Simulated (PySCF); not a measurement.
**Cost of excited-state runs on SMILES C=C(C)c1ccoc(=O)c1, [C$_{8}$H$_{8}$O$_{2}$]+, doublet, charge +1**

Structure with atom numbers: `[CH2:1]=[C:2]([CH3:3])[c:4]1[cH:5][cH:6][o:7][c:8](=[O:9])[cH:10]1`. Hydrogens are named by the atom that carries them. Ha(C1) is cis to C3; Hb(C1) is trans to C3.

PySCF with density fitting, on 1 thread of an Intel Xeon, shared host. Command: `OMP_NUM_THREADS=1 python excited_run.py task.json out`

(1) How long does each of these runs take, and how much memory?
- open-shell absorption, X3LYP/def2-SVP; 15 states; Tamm-Dancoff; IEF-PCM tetrahydrofuran
- open-shell absorption, CAM-B3LYP/def2-SVP; 10 states; full response

Answers

(1) 
```csv
run,level,basis functions,wall time,peak memory (GiB)
open-shell absorption,X3LYP/def2-SVP,180,3.6 min,0.88
open-shell absorption,CAM-B3LYP/def2-SVP,180,5.4 min,0.82
```
Times from a shared host are rough.
